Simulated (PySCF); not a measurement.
C2H6BFO2, SMILES COB(O)CF.

Coordinates come from a PBE-D3(BJ)/def2-SVP optimisation. This is a generated structure with no PubChem entry under its InChIKey; it may be hypothetical. One conformer was computed; it need not be the lowest.

Calculation: PBE/def2-TZVP in PySCF.

Isolated molecule, no solvent.

```yaml
total_energy: -354.80333 hartree
highest_occupied_level: -7.08 eV
lowest_empty_level: -0.01 eV
orbital_gap: 7.07 eV
dipole_moment: 0.91 D
quadrupole, principal values (traceless, Buckingham form, about the centre of nuclear charge): -1.16, 0.33, 0.83 D·Å
mean_static_polarisability: 48.8 bohr³ (7.23 Å³)
polarisability_principal_values: 39.5, 48.0, 58.8 bohr³
```
